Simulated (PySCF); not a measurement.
C2H7BO3, SMILES COB(O)CO.

Coordinates come from a B3LYP-D3(BJ)/def2-SVP optimisation. Other conformers were not sampled.

Two levels are set side by side: PBE/def2-TZVP (PySCF) and PBE0/def2-TZVP (PySCF). Same geometry, gas phase. Differences are taken from unrounded values.

| quantity | PBE0 |
|---|---|
| orbital gap (eV) | 8.30 |
| highest occupied level (eV) | -7.79 |
| lowest empty level (eV) | 0.51 |
| dipole moment (D) | 1.20 |
| mean polarisability (bohr³) | 49.8 |

Q: What does PBE give, and how far is it from PBE0? (Estimate from the structure and the level; the computed values follow.)

A: 
```
quantity                       PBE  PBE minus PBE0
---------------------------  -----  --------------
orbital gap (eV)              5.83           -2.47
highest occupied level (eV)  -6.18            1.61
lowest empty level (eV)      -0.34           -0.85
dipole moment (D)             1.17           -0.03
mean polarisability (bohr³)   52.3             2.5
```

Without exact exchange PBE keeps part of each electron's self-repulsion, which lifts occupied levels and narrows the gap. PBE's more diffuse valence density responds more strongly to a field. Differences between two approximate levels are no errors against the true value.

Rough cost on one machine, each run with all the roots and properties that it gave: PBE0 against PBE within a factor of 2.
